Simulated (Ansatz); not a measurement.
Wavefunction ladder for C3NiO3, SMILES `[O+]#[C][Ni-3]([C]#[O+])[C]#[O+]`

```xyz
7

O     2.787    0.208   -0.885
C     1.709    0.127   -0.543
Ni    0.000    0.000    0.000
C    -0.962    1.489    0.296
O    -1.569    2.429    0.483
C    -0.747   -1.616    0.247
O    -1.218   -2.636    0.402
```

Charge 0, multiplicity 1. Correlated methods include outer-core shells of Ni, which these sets cover unevenly. Scalar relativity is left out up to krypton. Geometry: relaxed with PBE0-D4/def2-TZVP. Frozen core, restricted reference, Ansatz.

```tsv
basis	HF (Eh)	MP2 corr.	CCSD corr.	(T)	CCSD(T) total
def2-SVP	-1844.45605	-1.56987	-1.39858	-0.07796	-1845.93259
def2-TZVPP	-1845.08430	-2.22513	-1.93992	-0.11484	-1847.13906
def2-QZVPP	-1845.12935	-2.34301	–	–	–
```
